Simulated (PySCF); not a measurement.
Compound: C₄H₁₀OSSi₂.
Atom-mapped SMILES: `[CH3:1][C:2](=[S:3])[Si@H:4]1[CH2:5][CH2:6][SiH2:7][O:8]1` (hydrogens: H9, H10, H11 on C1; H12 on Si4; H13, H14 on C5; H15, H16 on C6; H17, H18 on Si7)

The same species was optimised twice, with GFN2-xTB and with PBE0-D3(BJ)/def2-SVP (PySCF), and the same property calculations (PySCF, gas phase) were run on both structures.

```
      coordinate  GFN2-xTB  PBE0-D3(BJ)/def2-SVP  change
      Si4–O8 (Å)     1.637                 1.685  +0.048
      Si7–O8 (Å)     1.642                 1.681  +0.039
      C6–Si7 (Å)     1.908                 1.895  -0.013
      Si4–C5 (Å)     1.908                 1.895  -0.013
       C5–C6 (Å)     1.536                 1.544  +0.008
       C1–C2 (Å)     1.483                 1.487  +0.004
       C2=S3 (Å)     1.627                 1.631  +0.004
      C2–Si4 (Å)     1.889                 1.889   0.000
   S3–C2–Si4 (°)     117.8                 112.7    -5.1
  Si4–O8–Si7 (°)     119.1                 115.4    -3.7
    C1–C2–S3 (°)     121.5                 124.8    +3.3
   C2–Si4–O8 (°)     108.2                 111.1    +2.9
   C2–Si4–C5 (°)     114.1                 111.8    -2.3
   C1–C2–Si4 (°)     120.7                 122.5    +1.8
   C5–C6–Si7 (°)     108.1                 106.6    -1.5
   C5–Si4–O8 (°)      98.8                 100.1    +1.3
C1–C2–Si4–C5 (°)       -90                  -112     -22
```

Rotational constants: A = 2657, B = 689.9, C = 611.2 MHz (GFN2-xTB) against A = 2461, B = 728.4, C = 619.2 MHz (PBE0-D3(BJ)/def2-SVP). Point groups within 0.08 Å: C1 and C1.

On the GFN2-xTB structure: HOMO (eV) -6.30 [PBE0/pcSseg-1]; LUMO (eV) -2.38 [PBE0/pcSseg-1]; dipole (D) 2.81 [PBE0/pcSseg-1]; GIAO shielding of C1 (ppm) 134.3 [PBE0/pcSseg-1]; GIAO shielding of C2 (ppm) -147.2 [PBE0/pcSseg-1]; GIAO shielding of S3 (ppm) -857.3 [PBE0/pcSseg-1]; GIAO shielding of Si4 (ppm) 366.5 [PBE0/pcSseg-1]; GIAO shielding of C5 (ppm) 175.3 [PBE0/pcSseg-1]; GIAO shielding of C6 (ppm) 177.6 [PBE0/pcSseg-1]; GIAO shielding of Si7 (ppm) 350.5 [PBE0/pcSseg-1]; GIAO shielding of O8 (ppm) 281.8 [PBE0/pcSseg-1].

**Question.** What do these properties become on the PBE0-D3(BJ)/def2-SVP structure?

**Answer.** 
```
                                    property          level  on GFN2-xTB  on PBE0-D3(BJ)/def2-SVP  change
                                   HOMO (eV)  PBE0/pcSseg-1        -6.30                    -6.45   -0.15
                                   LUMO (eV)  PBE0/pcSseg-1        -2.38                    -2.48   -0.10
                                  dipole (D)  PBE0/pcSseg-1         2.81                     1.86   -0.95
energy, GFN2-xTB geometry as zero (kcal/mol)  PBE0/pcSseg-1          0.0                     -4.0    -4.0
                  GIAO shielding of C1 (ppm)  PBE0/pcSseg-1        134.3                    133.4    -0.9
                  GIAO shielding of C2 (ppm)  PBE0/pcSseg-1       -147.2                   -152.2    -5.0
                  GIAO shielding of S3 (ppm)  PBE0/pcSseg-1       -857.3                   -777.9   +79.4
                 GIAO shielding of Si4 (ppm)  PBE0/pcSseg-1        366.5                    371.3    +4.8
                  GIAO shielding of C5 (ppm)  PBE0/pcSseg-1        175.3                    172.3    -3.0
                  GIAO shielding of C6 (ppm)  PBE0/pcSseg-1        177.6                    175.6    -2.0
                 GIAO shielding of Si7 (ppm)  PBE0/pcSseg-1        350.5                    349.1    -1.4
                  GIAO shielding of O8 (ppm)  PBE0/pcSseg-1        281.8                    278.0    -3.8
```

The heavy atoms differ by 0.237 Å rms after alignment. Among bonds between heavy atoms Si4–O8 changes most (+0.048 Å). Changes are differences of the printed values. Neither structure is proved a minimum here.
